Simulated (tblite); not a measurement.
Question: What does the GFN2-xTB structure of `S([SiH3])[SiH2]N([SiH2]C=C)[SiH3]` look like in three dimensions?

Answer: 
```
atom  x, y, z in Å
C1    -1.436    0.858   -2.294
C2    -1.726    0.814   -1.002
Si3   -1.804   -0.761    0.024
N4    -0.337   -0.919    0.980
Si5   -0.151    0.057    2.411
Si6    0.995   -1.789    0.293
S7     1.831   -0.808   -1.424
Si8    2.332    1.141   -0.698
H9    -1.370    1.784   -2.846
H10   -1.246   -0.039   -2.860
H11   -1.903    1.752   -0.484
H12   -1.895   -1.950   -0.822
H13   -2.910   -0.691    0.983
H14    0.928   -0.530    3.202
H15    0.181    1.443    2.054
H16   -1.420    0.006    3.132
H17    2.040   -1.906    1.300
H18    0.538   -3.063   -0.235
H19    1.120    1.941   -0.569
H20    3.012    1.021    0.588
H21    3.213    1.658   -1.733
```

Orientation and origin are arbitrary. Atoms count from 1 in this order. N4 (nitrogen bridging silicon atoms) is almost planar (angles 121.7°, 119.0° and 118.1°, sum 358.8°, 0.11 Å off the plane of its three neighbours). S7 (sulfur bonded to 2 Si) is bent (angle 103.6°). Si6 (SiH2 silicon) is distorted tetrahedral (angles from 103.4° to 114.0°). The N–Si distances run from 1.732 Å (N4–Si6, drawn single) to 1.758 Å (Si3–N4, drawn single), a spread of 0.026 Å.

Bonds between heavy atoms (Å): C1=C2 1.324, C2–Si3 1.882, Si3–N4 1.758, N4–Si5 1.742, N4–Si6 1.732, Si6–S7 2.147, S7–Si8 2.139.

The geometry is computed with GFN2-xTB (gas phase).

Point group: C1 (no symmetry element, even within 0.4 Å). Its lowest GFN2-xTB frequency is 14 cm⁻¹, too small to tell a flat minimum from a shallow saddle. The numbers are those of one conformer (C1–C2–Si3–N4 102°, C2–Si3–N4–Si5 77°, Si3–N4–Si6–S7 66°, N4–Si6–S7–Si8 56°). 3 starts were optimised and ended at 0.00, 1.42 and 1.79 kcal/mol (GFN2-xTB); the lowest of these is shown.

The run took 5.6 s of wall time on one thread, Arm Neoverse N1 (aarch64), no GPU, shared host with 64 logical CPUs at a one-minute load of 47. This is the geometry optimisation.
